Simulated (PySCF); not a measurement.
Species: C5H5N3S (charge +1 and doublet state).
Cartesian coordinates in Å at the GFN2-xTB level; atoms count from 1:
```
atom  x, y, z in Å
N1    -0.0207    2.8543    0.0286
C2    -0.4714    1.8022   -0.0037
C3    -0.9764    0.4879   -0.0479
C4    -2.3527    0.1624   -0.0801
N5    -2.5978   -1.1213   -0.0925
S6    -1.2961   -2.0427   -0.1410
C7    -0.2041   -0.6683   -0.1070
C8     1.2600   -0.8561   -0.1080
N9     2.0378    0.1861    0.4222
H10   -3.1652    0.8689   -0.0913
H11    1.5053   -1.7953    0.4219
H12    1.5675   -1.0840   -1.1550
H13    1.6727    1.1248    0.4946
H14    3.0405    0.0808    0.4370
```

The hyperfine couplings belong to this conformer and change with its torsions.

Identity: `c1c(c(sn1)C[NH2+])C#N` [radical] (charge +1).

Theory: PySCF, UKS B3LYP, pcH-1 on C H N S, non-relativistic, mean-field spin-orbit, GIAO. Isolated species at its GFN2-xTB geometry (one conformer only). The geometry wasn't refined by DFT: couplings that depend on bond lengths, twists or pyramidal angles can differ widely from those at the functional's own minimum, by a factor of two or more for some ions and for spin on atoms past the first row. The SCF solution wasn't tested for stability.

Task: What is the g tensor, term by term?

Result: 
| Δg (ppm) | 1 | 2 | 3 |
| --- | --- | --- | --- |
| relativistic mass correction | -203 | -203 | -203 |
| gauge correction | 8 | 27 | 38 |
| orbital Zeeman/spin–orbit | -260 | 1890 | 3110 |
| total | -454 | 1714 | 2945 |

So g = 2.00187, 2.00403, 2.00526 and g_iso = 2.00372; the tensor is rhombic: the two nearest values differ by 36 % of g3 − g1. 

Task: Average each term over the three axes. Which is largest in size?

Result: The orbital-Zeeman/spin–orbit term 1580, the mass correction -203 and the gauge correction 24 ppm, for a total of 1402 ppm. The orbital-Zeeman/spin–orbit term is the largest in size. The mass correction is the same along every axis, so the anisotropy comes from the other two: their spans along these axes are 29 (gauge) and 3370 ppm (orbital Zeeman/spin–orbit).

Task: What effective moment and Curie constant follow for a powder?

Result: With the mean of g² = 4.0149 and S(S+1) = 0.75: μ_eff = √(⟨g²⟩S(S+1)) = 1.735 μB and χT = 0.12505·⟨g²⟩·S(S+1) = 0.377 cm³ K/mol (cgs; spin-Hamiltonian part alone).

Task: What are the electron Larmor frequencies g μB B/h along the three axes at 1200 mT?

Result: 33.6223, 33.6587, 33.6794 GHz for g1, g2 and g3, a range of 57.1 MHz.

Task: In a frozen sample, at which fields do the three g values resonate at 9.5, 34, 94 and 263 GHz (hyperfine left aside), and which band first spreads them over more than twice a line width of 0.3 mT?

Result: 
```json
{"band": "X", "GHz": "9.5", "B(g3) mT": "338.49", "B(g2) mT": "338.69", "B(g1) mT": "339.06", "spread mT": "0.57"}
{"band": "Q", "GHz": "34.0", "B(g3) mT": "1211.42", "B(g2) mT": "1212.17", "B(g1) mT": "1213.48", "spread mT": "2.06"}
{"band": "W", "GHz": "94.0", "B(g3) mT": "3349.23", "B(g2) mT": "3351.29", "B(g1) mT": "3354.91", "spread mT": "5.69"}
{"band": "J", "GHz": "263.0", "B(g3) mT": "9370.71", "B(g2) mT": "9376.47", "B(g1) mT": "9386.62", "spread mT": "15.91"}
```

The spread grows in proportion to the frequency. Q band is the first where it exceeds 0.6 mT.

The largest Mulliken spin populations are on N9 (+0.60), H12 (+0.12), C7 (+0.10) and N5 (+0.09). N9 is the only atom above +0.15. The angles at N9 add up to 356.8°, so it is nearly planar; its axial dipolar tensor and the negative couplings of its protons fit spin in a p orbital normal to that plane.

The HOMO–LUMO gaps are 5.64 eV among the α and 1.51 eV among the β orbitals.

Hardware: one thread, Intel Xeon at 2.70 GHz (x86_64), no GPU, on a shared host. Cost: 2.8 min (with the writing of density and orbital grids), 0.98 GiB resident at most.
